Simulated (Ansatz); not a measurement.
The cluster Hg₂O₂⁻. Charge -1, multiplicity 2. Geometry PBE0-D4/def2-TZVP, that of the neutral singlet; atoms count from 1.

| atom | x (Å) | y (Å) | z (Å) |
| --- | --- | --- | --- |
| Hg1 | -0.646 | -0.745 | 1.844 |
| Hg2 | 0.646 | 0.745 | -1.844 |
| O3 | 0.720 | -0.316 | 0.125 |
| O4 | -0.720 | 0.316 | -0.125 |

In the def2 sets Hg takes a core potential; there is no spin–orbit coupling. The structure comes from a short search, and lower isomers may exist.

Question: Estimate the Mulliken populations from the PBE0/def2-TZVPD orbitals of Ansatz.

Answer: 
| atom | charge (e) | spin (α − β) | d electrons |
| --- | --- | --- | --- |
| Hg1 | 0.10 | 0.37 | 9.94 |
| Hg2 | 0.10 | 0.37 | 9.94 |
| O3 | -0.60 | 0.13 | – |
| O4 | -0.60 | 0.13 | – |
Mulliken values and Mayer orders depend strongly on the basis. With diffuse functions, as here, like atoms can get unlike values, and bond orders can come out too low or too high.

Question: Where does the spin sit?

Answer: Summed by element: Hg 0.75, O 0.25, of 1 unpaired in all. Largest on single atoms: Hg2 0.37, Hg1 0.37, O3 0.13.

Question: And the Mayer bond orders between bonded heavy atoms (over 0.3)?

Answer: O3–O4 0.56 (1.59 Å). Values over 0.3 also appear between atoms too far apart for a bond (Hg1–Hg2 0.62 at 4.18 Å); they arise where an orbital or an unpaired electron spreads over both atoms.
